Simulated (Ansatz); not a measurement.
Consider the cleavage of the Ga–Al bond: `[OH][Al]([GaH2])[CH2]F` + `BN` → `B[NH][GaH2]` + `[OH][AlH][CH2]F`.

Gas-phase electronic energies from Ansatz, PBE0-D4/def2-TZVP geometries. CCSD(T)/CBS adds triple-zeta CCSD(T) − MP2 to the extrapolated MP2 energy (def2 sets, frozen cores). This one scheme is used for every species. DFT in def2-TZVPP. HSE06 is defined as in plane-wave codes. For Ga outer-core shells are correlated without core-valence functions, which leaves a few kJ/mol of doubt a bond. Scalar relativity is left out up to krypton. Each species was taken in one conformer, which may not be the lowest.

```json
{"level": "LDA (SPW92)", "ΔE (kcal/mol)": "-1.3", "difference from CCSD(T)/CBS": "3.3"}
{"level": "revPBE-D4", "ΔE (kcal/mol)": "-1.2", "difference from CCSD(T)/CBS": "3.4"}
{"level": "HSE06-D4", "ΔE (kcal/mol)": "-1.0", "difference from CCSD(T)/CBS": "3.6"}
{"level": "B2PLYP", "ΔE (kcal/mol)": "-4.5", "difference from CCSD(T)/CBS": "0.1"}
{"level": "PBE-QIDH", "ΔE (kcal/mol)": "-3.9", "difference from CCSD(T)/CBS": "0.7"}
{"level": "PBE0", "ΔE (kcal/mol)": "-1.0", "difference from CCSD(T)/CBS": "3.6"}
{"level": "r2SCANh", "ΔE (kcal/mol)": "-3.3", "difference from CCSD(T)/CBS": "1.3"}
{"level": "r2SCAN0", "ΔE (kcal/mol)": "-3.3", "difference from CCSD(T)/CBS": "1.3"}
{"level": "CCSD(T)/def2-TZVPP", "ΔE (kcal/mol)": "-4.9", "difference from CCSD(T)/CBS": "-0.3"}
{"level": "HF/def2-QZVPP", "ΔE (kcal/mol)": "-6.0", "difference from CCSD(T)/CBS": "-1.4"}
{"level": "CCSD(T)/CBS", "ΔE (kcal/mol)": "-4.6", "difference from CCSD(T)/CBS": "0"}
```

Largest T1 diagnostic among the species: 0.013.

From PBE to PBE0 (25 % exact exchange), in def2-TZVPP and without D4, ΔE moves by −0.9 kcal/mol. At CCSD(T), def2-SVP lies −1.2 kcal/mol from the extrapolated value and def2-TZVPP −0.3 kcal/mol.

CCSD(T)/CBS has its own doubt, a few kJ/mol and more with outer-core shells, so smaller differences from it don't rank the levels.
